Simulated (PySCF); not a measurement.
Spectrum to structure. Method: PySCF, TDDFT CAM-B3LYP/def2-SVPD, vertical, gas phase, core orbitals frozen in the response. Geometries: PBE0-D3(BJ)/def2-SVP, one conformer each.

```csv
state,E (eV),λ (nm),f
S1,3.89,318.8,0.0001
S2,4.83,256.8,0.089
S3,5.19,238.7,0.383
S4,6.37,194.8,0.478
S5,6.61,187.6,0.0011
S6,6.63,186.9,0.306
S7,6.80,182.2,0.067
S8,7.16,173.1,0.0002
S9,7.24,171.3,0.0000
S10,7.32,169.3,0.027
```

Problem. Which structure fits? All have the formula C7H8FNSi.
A. `C#C[Si@H](C)n1cccc1F`
B. `Fc1cccc(/C=N/[SiH3])c1`
C. `FCC#C[SiH2]n1cccc1`

Solution. B. Its S1, at 3.89 eV, is the lowest among the candidates; the nearest of the others has S1 at 5.40 eV. S1 is HOMO-1→LUMO (90%). Löwdin shares by element: HOMO carbon 65% or more (atoms not listed hold the other 35%); LUMO carbon 43% or more, nitrogen 19% (atoms not listed hold the other 38%). At the same level the other candidates give, for their lowest levels:
- `FCC#C[SiH2]n1cccc1`: 5.40 eV (f 0.001); 5.56 eV (f 0.000); 5.74 eV (f 0.008); 6.04 eV (f 0.003); 6.20 eV (f 0.032); T1 4.12 eV; HOMO -7.55, LUMO 0.16 eV
- `C#C[Si@H](C)n1cccc1F`: 5.69 eV (f 0.005); 5.88 eV (f 0.004); 5.92 eV (f 0.001); 6.19 eV (f 0.011); 6.21 eV (f 0.006); T1 4.16 eV; HOMO -7.40, LUMO 0.70 eV

The values belong to the conformer `[F:1][c:2]1[cH:3][cH:4][cH:5][c:6](/[CH:7]=[N:8]/[SiH3:9])[cH:10]1`: C5–C6–C7–N8 0°.
Triplets come from the Tamm–Dancoff approximation.
